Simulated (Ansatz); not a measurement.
`O[BH][GaH][GeH3]` + `NB(O)Cl` → `NB(Cl)[O][GeH3]` + `O[BH][GaH2]`  (cleavage of the Ge–Ga bond)

Calculated with Ansatz (gas phase, PBE0-D4/def2-TZVP geometries, no zero-point term in ΔE). CCSD(T)/CBS adds triple-zeta CCSD(T) − MP2 to the extrapolated MP2 energy (def2 sets, frozen cores). DFT in def2-TZVPP. HSE06 is defined as in plane-wave codes. For Ga, Ge outer-core shells are correlated without core-valence functions, which leaves a few kJ/mol of doubt a bond. Scalar relativity is left out up to krypton. Each species was taken in one conformer, which may not be the lowest.

`O[BH][GaH][GeH3]`:

Z-matrix (Å, degrees):
```
Ge
Ga 1 2.457
H 1 1.544 2 111.5
H 1 1.542 2 114.2 3 -121.0
H 1 1.544 2 111.0 3 118.3
B 2 2.099 1 122.8 3 121.0
H 2 1.579 1 113.9 3 -56.9
O 6 1.354 2 119.0 1 89.1
H 6 1.209 2 122.3 1 -89.4
H 8 0.962 6 113.8 2 -178.7
```

`NB(O)Cl`:

Z-matrix (Å, degrees):
```
N
B 1 1.393
H 1 1.002 2 122.9
H 1 1.005 2 121.7 3 -180.0
O 2 1.360 1 120.7 3 -180.0
Cl 2 1.788 1 119.3 3 -0.0
H 5 0.959 2 113.0 1 -180.0
```

`NB(Cl)[O][GeH3]`:

Cartesian coordinates in Å:
```
N 1.419 0.053 0.876
B 0.098 -0.286 1.202
Cl -0.217 -0.838 2.871
O -0.960 -0.232 0.363
Ge -1.031 0.148 -1.377
H 1.699 0.411 -0.020
H 2.159 -0.001 1.552
H -2.398 0.799 -1.595
H -0.884 -1.171 -2.146
H 0.116 1.116 -1.725
```

`O[BH][GaH2]`:

Cartesian coordinates in Å:
```
O -0.165 0.258 -1.687
B -0.607 0.021 -0.429
Ga 0.785 -0.121 1.137
H -0.867 0.309 -2.343
H -1.798 -0.100 -0.255
H 1.428 -1.494 1.578
H 1.224 1.127 1.998
```

Problem. Is it downhill or uphill in electronic energy at CCSD(T)/CBS, and by how much? (Best estimate.)

Solution. The calculation gave: Uphill: ΔE = +6.6 kcal/mol.

Problem. What do these levels give: LDA (SPW92), PBE-D4, PBE0-D4, HSE06-D4, PBE, r2SCAN, PBE0, r2SCANh, HSE06, BHLYP, SCS-MP2/def2-TZVPP, CCSD(T)/def2-TZVPP? (Best estimate.)

Solution. The calculation gave: LDA (SPW92) 10.1, PBE-D4 9.8, PBE0-D4 9.0, HSE06-D4 9.1, PBE 10.3, r2SCAN 7.6, PBE0 9.4, r2SCANh 7.6, HSE06 9.4, BHLYP 5.2, SCS-MP2/def2-TZVPP 3.7, CCSD(T)/def2-TZVPP 5.6 kcal/mol.

Largest T1 diagnostic among the species: 0.014.

From PBE to PBE0 (25 % exact exchange), in def2-TZVPP and without D4, ΔE moves by −0.9 kcal/mol. Leaving LDA and LC-ωPBE aside and taking each functional with its dispersion term where it has one, the values, not all of them listed here, spread over 6.6 kcal/mol, from B97M-V to PBE-D4.
